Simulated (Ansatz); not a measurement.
The same redistribution along the group Sc, Y.

Calculated with Ansatz (gas phase, PBE0-D4/def2-TZVP geometries, no zero-point term in ΔE). CBS: MP2 limit from def2 TZ/QZ plus the TZ coupled-cluster correction, frozen cores. Functionals use def2-TZVPP. Elements past krypton have def2 core potentials. For Sc, Y outer-core shells are correlated without core-valence functions, which leaves a few kJ/mol of doubt a bond. Scalar relativity is left out up to krypton. Each species was taken in one conformer, which may not be the lowest.

| reaction | CCSD(T)/CBS(def2) (kJ/mol) |
| --- | --- |
| `[CH3][Sc]([CH3])[CH3]` + `CC[Si]F` → `[CH3][Sc]([CH3])[F]` + `CC[Si]C` | -77 |
| `[CH3][Y]([CH3])[CH3]` + `CC[Si]F` → `[CH3][Y]([CH3])[F]` + `CC[Si]C` | ? |

Fill in the missing values. (Best estimate.)

Ansatz gave: `[CH3][Y]([CH3])[CH3]` + `CC[Si]F` → `[CH3][Y]([CH3])[F]` + `CC[Si]C`: -83.4 kJ/mol.

Largest T1 diagnostic: 0.014, for `[CH3][Sc]([CH3])[F]`.
